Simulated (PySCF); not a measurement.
## C₆ coefficients of unlike pairs at UHF

Calculated with PySCF 2.14 from the dipole response of each species, C₆(A,B) = (3/π) ∫ α_A(iu) α_B(iu) du, in atomic units, from isotropic polarisabilities. For ions this is the dispersion term alone; charge-induced terms of lower order in 1/R come first.

```json
{"species": "Al⁺", "configuration": "[Ne] 3s2 (1S)", "basis": "aug-cc-pVDZ-DK (5s4p2d)", "relativity": "spin-free X2C", "α (bohr³)": "26.08", "C₆ (like pair)": "136.9"}
{"species": "Xe⁺", "configuration": "[Kr] 4d10 5s2 5p5 (2P)", "basis": "aug-cc-pV5Z-PP with ECP28MDF (8s8p6d4f3g2h)", "relativity": "core potential", "α (bohr³)": "17.80", "C₆ (like pair)": "152.9"}
{"species": "Zn²⁺", "configuration": "[Ar] 3d10 (1S)", "basis": "aug-cc-pwCVTZ-DK (10s9p7d4f3g)", "relativity": "spin-free X2C", "α (bohr³)": "2.196", "C₆ (like pair)": "5.734"}
{"species": "Te²⁺", "configuration": "[Kr] 4d10 5s2 5p2 (3P)", "basis": "x2c-QZVPPall with one added diffuse shell each of s, p, d, f type (14s10p8d5f1g)", "relativity": "spin-free X2C", "α (bohr³)": "15.51", "C₆ (like pair)": "105.3"}
```

**Question.** Estimate C₆ for Te²⁺ with Xe⁺.

**Answer.** The integral gives 126.8. The combination rule 2 C_A C_B / (C_A α_B/α_A + C_B α_A/α_B) gives 126.8 and the geometric mean 126.9.

No spin-orbit coupling is included.

The other pairs:

```tsv
pair	C₆
Zn²⁺, Xe⁺	26.67
Te²⁺, Al⁺	110.1
Zn²⁺, Al⁺	19.24
Xe⁺, Al⁺	131.1
Te²⁺, Zn²⁺	22.18
```
